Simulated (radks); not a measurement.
Initial-state core-level shifts of neutral aluminium when its valence configuration changes from [Ne] 3s2 3p1. Calculated with a radial shooting solver on a logarithmic mesh with Libxc functionals: scalar-relativistic Kohn-Sham, BLYP, spin-polarised, spherical densities, finite nucleus; open shells are filled with parallel spins first; Fermi nuclear charge, rms radius 3.061 fm. Shifts are changes of the shell-averaged eigenvalues in eV (positive: less bound); the change of the density at the nucleus, which sets a Mossbauer isomer shift, is in e/bohr^3, on a base of 1507.

valence          1s      2s      2p  density at nucleus
3s1 3p2      -1.244  -1.235  -1.219             -2.9943
3s1.5 3p1.5  -0.699  -0.688  -0.681             -1.4447
3p3          -2.946  -2.893  -2.864             -6.2553
3s0.5 3p2.5  -2.108  -2.077  -2.054             -4.5981
